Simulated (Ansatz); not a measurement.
Program: Ansatz. Geometries: PBE0-D4/def2-TZVP. ΔE: electronic, gas phase. CCSD(T)/CBS is the MP2 limit (def2-TZVPP, def2-QZVPP) plus CCSD(T) − MP2 in def2-TZVPP, frozen cores. DFT in def2-TZVPP. def2 core potentials past Kr. For Se, Te outer-core shells are correlated without core-valence functions, which leaves a few kJ/mol of doubt a bond. Scalar relativity is left out up to krypton. Each species was taken in one conformer, which may not be the lowest.

Reaction (cleavage of the Si–Si bond): `[SiH3][SiH2][TeH]` + `N[SiH2][SeH]` → `N[SiH2][Se][SiH3]` + `[SiH3][TeH]`

```csv
level,ΔE (eV)
B2PLYP,-0.62
HF/def2-QZVPP,-0.69
```

(1) What does CCSD(T)/CBS give? (Estimate.)

Largest T1 diagnostic among the species: 0.012.

Results:

(1) Ansatz gave: -0.63 eV. The listed levels differ from it by 0.01, -0.06 eV.

From PBE to PBE0 (25 % exact exchange), in def2-TZVPP and without D4, ΔE moves by −0.05 eV.
